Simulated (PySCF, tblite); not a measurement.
A database entry of computed molecular properties. Lists by class give the value and the number of equivalent atoms.

```json
{
 "formula": "C4H5ClO2S2Si",
 "smiles": "O=S(=O)(Cl)c1cc([SiH3])cs1",
 "inchi": "InChI=1S/C4H5ClO2S2Si/c5-9(6,7)4-1-3(10)2-8-4/h1-2H,10H3",
 "charge": 0,
 "multiplicity": 1,
 "geometry_level": "GFN2-xTB",
 "electronic_structure_code": "PySCF",
 "results": {
  "GFN2-xTB geometry": {
   "point_group": "C1",
   "rotational_constants_GHz": [1.461, 0.43, 0.395]
  },
  "PBE0/pcSseg-1 ground state and GIAO shieldings, non-relativistic": {
   "dipole_D": 5.19,
   "homo_eV": -8.08,
   "lumo_eV": -2.28,
   "shift_vs_computed_TMS_C_by_class_ppm": [
    [157.5, 1],
    [151.8, 1],
    [141.0, 1],
    [135.6, 1]
   ],
   "shift_vs_computed_TMS_H_by_class_ppm": [
    [7.79, 1],
    [7.7, 1],
    [4.59, 3]
   ],
   "shielding_other_nuclei_by_class_ppm": [
    ["O", 32.1, 2],
    ["Si", 426.3, 1],
    ["S", 194.6, 1],
    ["S", 239.9, 1],
    ["Cl", 277.6, 1]
   ]
  },
  "GFN2-xTB harmonic vibrations, gas phase": {
   "strongest_ir_bands_cm-1_km_per_mol_modes": [
    [527.6, 267.0, 1],
    [776.3, 472.0, 1],
    [1148.2, 196.1, 1],
    [1295.7, 315.2, 1],
    [2274.3, 320.3, 1],
    [2285.3, 278.1, 1]
   ],
   "zpe_kcal_per_mol": 49.9
  }
 }
}
```

The zero-point energy, half the sum of the 39 harmonic wavenumbers, equals 17450 cm⁻¹ or 209 kJ/mol. The dipole matches unit charges of opposite sign 1.08 Å apart (1 e·Å = 4.8032 D).

 NMR classes are plain means over equivalent atoms (diastereotopic ones count apart unless rotation or inversion swaps them), as if these changed places fast; in this geometry the members of some classes differ.

The values belong to the conformer `[O:1]=[S:2](=[O:3])([Cl:4])[c:5]1[cH:6][c:7]([SiH3:8])[cH:9][s:10]1`: O1–S2–C5–C6 21°.
